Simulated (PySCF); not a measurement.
# One molecule, several mistakes: AlH6N2Si

These are calculations, not measurements. The program is PySCF 2.14.0, an open-source quantum chemistry code, run on an isolated molecule that a program drew, which may never have been made. The molecule is AlH6N2Si (charge 0, doublet), drawn as the SMILES string `[NH2][Al][NH][SiH3]`.

Each row is a Hartree-Fock (HF) and frozen-core CCSD(T) single point in the cc-pV(D+d)Z basis, meant for a local HF minimum. Run 1 is clean. Each other run has one planted mistake out of seven kinds, and not every kind appears here: one electron removed, one electron added, multiplicity raised by two, geometry at a saddle point, minimal basis STO-3G, one bond length entered in bohr, all coordinates scaled. The reference is restricted for singlets and unrestricted otherwise, and also for a bond in bohr. Adding or removing an electron swaps singlet and doublet. Electrons count all cores. HOMO and LUMO are orbital energies over both spins, the gradient is its largest component, and the lowest frequency (negative if imaginary) is given only where the gradient is small. Bond lengths are over the 9 bonds as drawn. T1 is the CCSD diagnostic: over 0.02 (restricted) or 0.045 (unrestricted) a single reference is doubtful.

Geometry of the clean run:
```xyz
10
AlH6N2Si, angstrom
N    -1.0589    2.5631   -2.1012
Al   -2.0502    1.4360   -1.1666
N    -1.4346    0.8105    0.4029
Si    0.0291    1.0891    1.2760
H    -1.3313    2.9554   -2.9828
H    -0.1523    2.9089   -1.8447
H    -2.0590    0.1734    0.8725
H    -0.2137    1.6749    2.6188
H     0.8621    2.0360    0.4977
H     0.8104   -0.1561    1.4869
```

```
run,electrons,basis functions,<S^2>,HOMO (eV),LUMO (eV),gradient (hartree/bohr),lowest frequency (cm^-1),mean bond (Å),longest bond (Å),T1,HF (hartree),CCSD(T) (hartree),mistake
1,47,104,0.752,-8.26,1.43,3.7e-05,68,1.4178,1.798,0.0141,-643.32173,-643.87089,no fault
2,47,104,0.752,-8.10,1.59,3.1e-02,-,1.3724,1.741,0.0131,-643.31082,-643.85428,all coordinates scaled
3,46,104,0.000,-15.28,-6.83,7.4e-02,-,1.4178,1.798,0.0160,-643.04391,-643.59273,one electron removed
4,47,104,1.411,-8.87,1.05,2.1e-02,-,1.5170,1.897,0.0480,-643.18615,-643.73226,one bond length entered in bohr
5,47,34,0.752,-4.74,7.66,2.8e-02,-,1.4178,1.798,0.0147,-635.60890,-635.80364,?
6,48,104,0.000,-0.11,7.96,6.5e-02,-,1.4178,1.798,0.0159,-643.29500,-643.87951,?
```

**Which mistake was planted in run 5, and what did it cost?**

It has 34 basis functions where the clean run has 104, with the same electrons and geometry. So the mistake is: minimal basis STO-3G. Subtracting run 1 and multiplying by 627.51 kcal/mol a hartree, the energy moved by 4839.9 kcal/mol in HF and 5062.3 kcal/mol in CCSD(T).

**Which mistake was planted in run 6, and what did it cost?**

It counts 48 electrons, one more than the clean run, at the same geometry and basis. So the mistake is: one electron added. Subtracting run 1 and multiplying by 627.51 kcal/mol a hartree, the energy moved by 16.8 kcal/mol in HF and -5.4 kcal/mol in CCSD(T).

Cautions from the logs. Run 4: T1 is over the limit, so its CCSD(T) energy is less reliable.
